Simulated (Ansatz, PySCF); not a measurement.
Gas-phase reaction (SMILES): C[N](C)[Ge]([Cl])([Cl])[Cl] [N-methyl-N-trichlorogermylmethanamine] + 6 [H][H] (H2) -> 2 C (CH4) + 3 Cl (HCl) + [GeH4] (GeH4) + N (NH3); energy of full hydrogenation.

Structures are relaxed separately at B3LYP-D3(BJ)/def2-TZVP in Ansatz (a program for electronic structure), one conformer each, not searched for the lowest. Cores are frozen in the correlated levels unless marked. Spin-orbit coupling is left out. The frozen core is the preceding noble-gas configuration, with the filled d and f shells of earlier blocks. Non-relativistic. CBS marks a two-point X^-3 extrapolation of the correlation energy; Hartree-Fock from the larger set. Thermal terms are rigid-rotor harmonic-oscillator values from B3LYP-D3(BJ) frequencies (PySCF) at 298.15 K and 1 atm. 1 Eh = 627.5095 kcal/mol.

```tsv
species	E, CCSD(T)/CBS(def2-TZVPP,def2-QZVPP) (Ansatz) (Eh)	E, B3LYP-D3(BJ)/def2-TZVPD (Ansatz + dftd3) (Eh)	H - E (Eh)	G - E (Eh)
C[N](C)[Ge]([Cl])([Cl])[Cl]	-3589.40836	-3592.53220	0.09800	0.04853
[H][H] (H2)	-1.17455	-1.17983	0.01336	-0.00144
C (CH4)	-40.45842	-40.53958	0.04840	0.02728
Cl (HCl)	-460.37962	-460.83744	0.01000	-0.01120
[GeH4] (GeH4)	-2077.90500	-2079.44528	0.03354	0.00887
N (NH3)	-56.50503	-56.58902	0.03799	0.01614
```

Problem. Work out ΔE and ΔH, ΔG, ΔS and the equilibrium constant at 298.15 K at the first level, then ΔH at the second.

Solution. 
1. ΔE = [2×(-40.45842) + 3×(-460.37962) + (-2077.90500) + (-56.50503)] - [(-3589.40836) + 6×(-1.17455)] = -0.01007 Eh = -6.3 kcal/mol at CCSD(T)/CBS(def2-TZVPP,def2-QZVPP).
2. The terms H - E add up to 0.02017 Eh, so ΔH = (-0.01007 + (0.02017))×627.5095 = 6.3 kcal/mol.
3. The terms G - E add up to 0.00608 Eh, so ΔG = -2.5 kcal/mol, and ΔS = (0.02017 - (0.00608))×627509.5/298.15 = 29.7 cal/(mol K).
4. log10 K = -ΔG/(RT ln 10) = 1.8, with RT ln 10 = 1.3642 kcal/mol.
5. With ΔH and ΔS taken as constant, ΔG changes sign near ΔH/ΔS = 210 K, a rough figure that leaves out heat capacities.
6. At B3LYP-D3(BJ)/def2-TZVPD the same steps give ΔE = -9.2 and ΔH = 3.5 kcal/mol, a shift of -2.8 from the first level.
7. These values are not checked against measurement here, since the tables used lack a sound gas-phase enthalpy of formation for at least one species.
